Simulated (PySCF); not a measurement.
Input of a run (PBE0-D3(BJ)/def2-SVP geometry optimisation, gas phase (PySCF 2.14.0)), started from GFN2-xTB:
```
{"job": {"xc": "PBE0", "basis": "def2-SVP", "d3": "d3bj", "grid": 1, "maxiter": 30, "shake": 0.01, "kind": "geom"}, "charge": 0, "multiplicity": 1}
C      2.152210    -0.061040    -0.007690
C      0.875990     0.114280    -0.413620
C     -0.317580     0.052870     0.480280
C     -1.366600    -0.842160    -0.044240
Se    -1.006310     1.918640     0.744880
H      2.955780     0.023540    -0.700000
H      2.385230    -0.227140     1.020850
H      0.671700     0.317850    -1.458150
H     -0.004400    -0.234950     1.519350
H     -1.720060    -0.524470    -1.021230
H     -1.039480    -1.869510    -0.103540
H     -2.256560    -0.830210     0.629100
H     -1.324090     2.145410    -0.656330
```

Output (energies in Eh, forces in Eh/bohr):
```
step   0  E = -2557.88627403  max force = 0.037870
step   1  E = -2557.89015043  max force = 0.008287
step   2  E = -2557.89060708  max force = 0.002008
step   3  E = -2557.89065076  max force = 0.000993
step   4  E = -2557.89067825  max force = 0.000658
step   5  E = -2557.89068111  max force = 0.000739
step   6  E = -2557.89068983  max force = 0.000282
optimisation converged
```

Problem. Summarise the run.

Solution. The energy falls by 2.8 kcal/mol over 7 energy and gradient evaluations, the largest force component goes from 0.0379 to 2.8e-04 Eh/bohr, and the atoms move by 0.089 Å rms after alignment. The bond that changes most is C3–C4 (sp3 carbon bound to selenium to methyl carbon), which lengthens by 0.045 Å. Bonds longer at the end by more than 0.005 Å: 7 of 12; shorter: 4. Among the angles that change most is C3–C4–H11, from 112.4° to 110.1°. The energy never rose by more than 1e-6 Eh on the way. The first step brought 88 % of the lowering.

Problem. What are the final bond lengths?

Solution. C1=C2 1.334 Å, C2–C3 1.493 Å, C3–C4 1.520 Å, C3–Se5 1.982 Å, C1–H6 1.093 Å, C1–H7 1.095 Å, C2–H8 1.098 Å, C3–H9 1.102 Å, C4–H10 1.102 Å, C4–H11 1.102 Å, C4–H12 1.099 Å, Se5–H13 1.473 Å. Numbering counts from 1 in the input's order; the species is `C=C[C@H](C)[SeH]`.

The run used 128 basis functions and 47 SCF cycles in all.

Stationary, but not proved a minimum. The numbers are those of one conformer.

The values belong to the conformer `[CH2:1]=[CH:2][C@H:3]([CH3:4])[SeH:5]`: C1–C2–C3–C4 -121°, H–Se5–C3–C2 67°.
